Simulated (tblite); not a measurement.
C3H9F3OSi2.
SMILES with atom numbers: `[CH3:1][CH2:2][O:3][Si@@H:4]([SiH3:5])[C:6]([F:7])([F:8])[F:9]` (hydrogens: H10, H11, H12 on C1; H13, H14 on C2; H15 on Si4; H16, H17, H18 on Si5)

Geometry (GFN2-xTB, Å), atoms numbered from 1 in this order:
```
atom  x, y, z in Å
C1     2.7205   -0.0859    0.7148
C2     1.7578   -0.3292   -0.4354
O3     0.6284    0.4935   -0.2853
Si4   -0.8954    0.2848   -0.7666
Si5   -1.8858   -1.6316    0.0605
C6    -1.7027    1.8257    0.0888
F7    -3.0045    1.9310   -0.2726
F8    -1.1425    3.0083   -0.2143
F9    -1.7108    1.7452    1.4370
H10    3.5980   -0.7160    0.6016
H11    3.0273    0.9564    0.7270
H12    2.2350   -0.3150    1.6597
H13    2.2335   -0.0899   -1.3925
H14    1.4471   -1.3799   -0.4628
H15   -1.0312    0.5993   -2.1967
H16   -0.9515   -2.7624   -0.0573
H17   -3.0848   -1.9976   -0.6946
H18   -2.2472   -1.5304    1.4770
```

Calculated harmonic vibrations of the isolated species, GFN2-xTB (tblite), most abundant isotopes, no scaling. Errors from tens to a few hundred cm⁻¹ against measured bands are possible. Modes of hydrogen on silicon can be 10 to 20 % off. One conformer, not necessarily the lowest. The optimisation stopped once no atom felt more than 0.01 eV/Å.

Lowest wavenumbers of the output (negative numbers stand for imaginary wavenumbers):
```
mode    cm-1
  1     -20.6
  2       2.9
  3      24.4
  4      57.2
  5      75.7
  6      84.4
  7     141.3
  8     190.5
  9     218.3
 10     239.9
 11     243.4
 12     348.4
 13     388.4
 14     452.7
 15     455.5
```

Problem. Is this structure a minimum?

Solution. Not by this Hessian. 1 mode is imaginary beyond 20i (21i cm⁻¹), so at this level the point lies at or near a first-order saddle. The curvature is small, so loose convergence or finite differences may be the whole cause.

Problem. Which atoms move in the imaginary mode?

Solution. 21i: C1 (methyl carbon) 28 %. These are shares of the mass-weighted motion.

Problem. What is the remedy?

Solution. Step along that mode in both directions, optimise again with tighter thresholds and repeat the frequencies. The zero-point energy of this point (71.9 kcal/mol) counts the 47 real modes alone, and thermal corrections from it aren't those of a minimum.

Hardware: one thread of an Arm Neoverse N1, no GPU, shared host. Cost: 1.4 s of wall time. This covers the Hessian and the dipole derivatives.
